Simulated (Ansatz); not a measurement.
Input for Ansatz (a quantum-chemistry and plane-wave program): R-CCSD(T)/def2-SVP on GeH2S (SMILES [SH][GeH]), a point of a torsion scan. The run froze 19 orbitals, filled d shells among them.

Ansatz 0.2 input:
```yaml
crystal:
  periodic: [false, false, false]
  atoms:
    - {symbol: S, position_ang: [-1.12842651, 0.57262179, 0.38958453]}
    - {symbol: Ge, position_ang: [1.03833931, 0.55508687, -0.25040457]}
    - {symbol: H, position_ang: [-1.44069938, -0.46418717, -0.37788052]}
    - {symbol: H, position_ang: [0.69197516, 0.78243929, -1.85366071]}
basis:
  gaussian:
    orbitals: def2-SVP
magnetization: {spin_polarized: false}
correlation: {method: ccsd_t, electrons: outside_noble_gas}
scf: {lower_state_search: off}
```

It printed:

```
WARN ansatz: RAYON_NUM_THREADS=1 ignored (pool sized by the plan → 1); use --threads N
Functional definition: HF
these checks for a lower state are left out or cut short: stability, starts, cluster_reference, orbital_swaps, neighbouring_geometries, increment
integrals: 0.03 GiB planned
580 factors; integrals over basis functions are off by at most 1.2e-3 eV
mean field: 0.13 GiB planned
mean field evaluation 1: about -67310.7660 eV, gradient 1.3e1 eV
mean field evaluation 2: about -67310.7773 eV, gradient 1.3e1 eV
mean field evaluation 4: about -67311.5674 eV, gradient 1.8e0 eV
mean field evaluation 8: about -67311.5859 eV, gradient 2.9e-4 eV
mean field -67311.58592523 eV, -2473.6551573207 hartree, gradient 2.2e-6 eV, S^2 0.000000; 0 other end points of the search recorded, 0 dependent functions left out
19 core orbitals not correlated
reference -67311.58592523 eV, -2473.6551573207 hartree; 6, 6 occupied and 35, 35 virtual orbitals, 580 factors
second order -5.70913207 eV of doubles, -0.00000000 eV of singles
coupled cluster: 0.08 GiB planned
cycle   1  -6.37001753 eV  change   -6.6e-1 eV  update   7.6e-2
cycle   2  -6.64170558 eV  change   -2.7e-1 eV  update   2.9e-2
cycle   3  -6.68119062 eV  change   -3.9e-2 eV  update   1.4e-2
cycle   4  -6.67851210 eV  change    2.7e-3 eV  update   6.7e-3
cycle   5  -6.67815971 eV  change    3.5e-4 eV  update   3.6e-3
cycle   6  -6.67832615 eV  change   -1.7e-4 eV  update   1.8e-3
cycle   7  -6.67853726 eV  change   -2.1e-4 eV  update   7.9e-4
cycle   8  -6.67872905 eV  change   -1.9e-4 eV  update   3.0e-4
cycle   9  -6.67867307 eV  change    5.6e-5 eV  update   1.2e-4
cycle  10  -6.67868083 eV  change   -7.8e-6 eV  update   4.9e-5
cycle  11  -6.67868849 eV  change   -7.7e-6 eV  update   2.1e-5
cycle  12  -6.67868618 eV  change    2.3e-6 eV  update   8.4e-6
perturbative correction -0.19952859 eV, -0.0073325403 hartree
Total energy: -67318.46414000 eV, -2473.9079270513 hartree
Checks for a lower state left out: stability, starts, cluster_reference, orbital_swaps, neighbouring_geometries, increment
```

The calculation finished and met its thresholds.

Cost: around 0.6 core-seconds (rough).
